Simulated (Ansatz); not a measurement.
System: ScCl$_{2}$, net charge 1, singlet state. SMILES: [Cl][Sc+][Cl]
Geometry: optimised at B3LYP-D3(BJ)/def2-TZVP (Ansatz, a program for electronic structure).

Parts of the frozen-core correlation energy in 6-31G* (Ansatz, hartree). Frozen orbitals: 19; correlated occupied orbitals by spin: 8 and 8; virtual: 47 and 47. Spin-orbit coupling is left out. Non-relativistic.

```json
[
 {"term": "reference (HF)", "value": "-1678.56701"},
 {"term": "MP2 opposite-spin", "value": "-0.22161"},
 {"term": "MP2 same-spin", "value": "-0.08562"},
 {"term": "CCSD correlation", "value": "-0.32625"},
 {"term": "(T)", "value": "-0.01571"},
 {"term": "T1 diagnostic", "value": "0.024"},
 {"term": "largest doubles amplitude", "value": "0.033"}
]
```
